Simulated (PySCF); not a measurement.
Ag(I) anion (AgI), SMILES [Ag][I] (connectivity only; charge and spin as stated), charge -1, multiplicity 2. The structure is a stationary point at PBE-D3(BJ)/def2-TZVPD. The multiplicity is an assumed one; other spin states were not compared. The def2 effective core potentials stand for the cores of Ag, I; spin–orbit coupling is left out.

Computed with PySCF with PBE-D3(BJ)/def2-TZVPD.

Harmonic wavenumbers (cm⁻¹): 121. Rotational constants (GHz): 1.116 (linear); symmetry number 1.

Q: Work out the zero-point energy and the ideal-gas rigid-rotor harmonic-oscillator thermochemistry at 298.15 K and 1 atm.

A: ZPE = ½ Σ hcν = ½ × 121 cm⁻¹ = 0.17 kcal/mol. H − E(el) = 2.68 kcal/mol. Entropy in cal/(mol K): translation 42.26, rotation 19.13, vibration 3.08, spin 1.38, total 65.85. G − E(el) = -16.95 kcal/mol. Cp = 8.89 cal/(mol K). Modes under 150 cm⁻¹ make the vibrational entropy uncertain.
